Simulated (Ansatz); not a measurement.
Consider the cleavage of the Si–Si bond: `O[SiH2][SiH]([SiH3])Cl` + `C[SeH]` → `C[Se][SiH3]` + `O[SiH2][SiH2]Cl`.

Isolated molecules relaxed with PBE0-D4/def2-TZVP in Ansatz; ΔE leaves out vibrations. CCSD(T)/CBS is the MP2 limit (def2-TZVPP, def2-QZVPP) plus CCSD(T) − MP2 in def2-TZVPP, frozen cores. DFT in def2-TZVPP. B3LYP here is the variant with VWN-RPA as its local correlation; programs differ in this. For Se outer-core shells are correlated without core-valence functions, which leaves a few kJ/mol of doubt a bond. Scalar relativity is left out up to krypton. One conformer a species, not always the lowest.

**Question.** Is it downhill or uphill in electronic energy at CCSD(T)/CBS, and by how much? (An estimate is asked.)

**Answer.** The calculation gave: Downhill: ΔE = -54.8 kJ/mol.

**Question.** What do these levels give: PBE-D4, PBE0-D4, B3LYP-D4, ωB97X-V, ωB97M-V, PBE0, B3LYP, HF/def2-TZVPP, CCSD/def2-TZVPP, CCSD(T)/def2-TZVPP, SCS-MP2/def2-QZVPP, HF/CBS(def2)? (An estimate is asked.)

**Answer.** Computed: PBE-D4 -41.7, PBE0-D4 -45.8, B3LYP-D4 -49.6, ωB97X-V -50.9, ωB97M-V -55.1, PBE0 -47.2, B3LYP -51.5, HF/def2-TZVPP -63.0, CCSD/def2-TZVPP -52.5, CCSD(T)/def2-TZVPP -51.4, SCS-MP2/def2-QZVPP -61.5, HF/CBS(def2) -63.3 kJ/mol.

Largest T1 diagnostic among the species: 0.012.

From PBE to PBE0 (25 % exact exchange), in def2-TZVPP and without D4, ΔE moves by −4.3 kJ/mol.
